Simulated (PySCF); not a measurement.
## Predicted spectroscopic data

PySCF calculation with σ from GIAO-PBE0/pcSseg-1 and GFN2-xTB geometry; non-relativistic, a single conformation, isolated molecule, fast rotation and ring inversion assumed for equivalent nuclei.

δ = σ(ref) − σ, references computed at the same level: TMS for 1H (31.72 ppm) and 13C (186.93 ppm). Splittings of carbon signals by F and P are missing where no couplings were computed. Where no couplings were computed, multiplicities follow the n + 1 count of equivalent neighbours, and m marks all less simple cases (inequivalent or close neighbours, rings, F or P nearby). Shifts are as computed. Against solution values, carbons near 30 ppm lie about +3 ppm off and those near 130 ppm about +5 ppm; carbons on Cl a further +6 ppm. Of 1211 compounds with measured shifts, 218 miss one by over three times the rms of a fit or turn the order of signals round; such compounds aren't used in these exercises. Carbons bonded to Cl come out too deshielded.

Compound 1 (C6H9Cl). 1H NMR (500 MHz, computed): δ 4.43 (m, 1H), 2.89 (m, 1H), 2.42 (m, 1H), 1.85 (s, 3H), 1.81 (s, 3H). 13C{1H} NMR (computed): δ 148.6, 147.8, 59.6, 46.6, 15.8, 12.7. Structure: SMILES CC1=C(C)[C@@H](Cl)C1.

Compound 2 (C6H7FN2). 1H NMR (500 MHz, computed): δ 8.54 (m, 1H), 8.49 (m, 1H), 2.97 (q, 2H), 1.29 (t, 3H). 13C{1H} NMR (computed): δ 169.6 (C), 163.1 (C), 147.4 (CH), 137.0 (CH), 33.8 (CH2), 20.1 (CH3). Structure: SMILES CCc1cnc(F)cn1.
